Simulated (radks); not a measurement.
All-electron atom: Pb LIX in [Ar] 3d6.

Calculated with a radial shooting solver on a logarithmic mesh with Libxc functionals: scalar-relativistic Kohn-Sham, PBE, spin-unpolarised, spherical densities, point nucleus.

Energy parts (hartree):
| part | energy |
|---|---|
| total | -17745.1914 |
| kinetic | 20417.4718 |
| electron-nucleus | -40414.3671 |
| Hartree | 2493.4579 |
| exchange-correlation | -241.7540 |

Orbitals (lengths in bohr, moments of r in powers of bohr; <r^-3> diverges for s and p1/2; r(max) is where P^2 peaks):
orbital  occ.  eigenvalue (hartree)      <r>    r(max)  <r^-3>  <1/r>
1s          2             -3381.516  0.01604  0.009837       -  101.5
2s          2             -718.5654  0.06729   0.05702       -  23.92
2p          6             -636.5370  0.06109   0.04747   29850  21.00
3s          2             -265.8198   0.1681    0.1576       -  9.231
3p          6             -241.9892   0.1682    0.1567    7634  8.392
3d          6             -220.2440   0.1504    0.1262   943.6  7.882

The highest occupied level is 3d at -5993.1 eV. The density falls to 0.001 e/bohr^3 at r = 0.56 bohr. For comparison, the ionisation energy in NIST's Atomic Spectra Database is 6015 eV (theoretical). In exact Kohn-Sham theory the highest level is minus the ionisation energy, but local and semilocal functionals leave it too shallow, through self-interaction and a potential that decays too fast; potentials with the right tail come closer. Summed over all electrons, <r^2> = 0.4568 bohr^2, which gives a Langevin (diamagnetic) susceptibility term of -0.362 x 10^-6 cm^3/mol.

Beside tabulated values, note that spin-unpolarised runs miss the spin-polarisation part of the exchange energy of open shells, and scalar-relativistic runs lack spin-orbit coupling.
